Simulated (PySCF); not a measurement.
Gd⁺: excitation energy

Gd⁺ [Xe] 4f7 5d1 6s1 (10D) → Gd⁺ [Xe] 4f8 6s1, s spin flipped, as a difference of total energies. Computed with PySCF 2.14 in cc-pVDZ-X2C, with scalar relativity by spin-free X2C-1e. Correlated levels: valence: [Kr] 4d10 frozen; valence and next inner shell: [Ar] 3d10 frozen. The calculations carry no spin-orbit coupling.

```tsv
method	excitation energy (eV)
UHF	4.469
LDA	-0.022
PBE0	1.032
MP2 (valence)	1.904
SCS-MP2 (valence)	1.863
MP2 (valence and next inner shell)	1.587
SCS-MP2 (valence and next inner shell)	1.643
```

Estimate what r2SCAN gives.

1.126 eV, closest to PBE0 among the rows shown.

Estimate what PBE gives.

0.076 eV, closest to LDA among the rows shown.

The upper determinant mixes two multiplicities, so it lies between the two terms.
